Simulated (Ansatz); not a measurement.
Input for Ansatz (a quantum-chemistry and plane-wave program): R-CCSD(T)/cc-pVDZ on FGeH (SMILES [F][GeH]), a point of a bond scan (R = 1.615 Å). The run froze 15 orbitals, filled d shells among them.

Ansatz 0.2 input:
```yaml
crystal:
  periodic: [false, false, false]
  atoms:
    - {symbol: Ge, position_ang: [-0.11370409, -0.22690637, 0.28076938]}
    - {symbol: H, position_ang: [-0.98451576, -1.05346065, -0.79917524]}
    - {symbol: F, position_ang: [0.51367187, 0.92382939, -0.90949390]}
basis:
  gaussian:
    orbitals: cc-pVDZ
    pivot_positions_ang: [[-0.11370409, -0.22690637, 0.28076938], [-0.98451576, -1.05346065, -0.79917524], [0.51367187, 0.92382939, -0.90949390]]
magnetization: {spin_polarized: false}
correlation: {method: ccsd_t, electrons: outside_noble_gas}
scf: {lower_state_search: off}
output: {orbitals: {seedname: ./end}}
```

### Question
Give the final energy of this run.

### Answer
-2175.6506 hartree (reference determinant -2175.3587, T1 diagnostic 0.019).
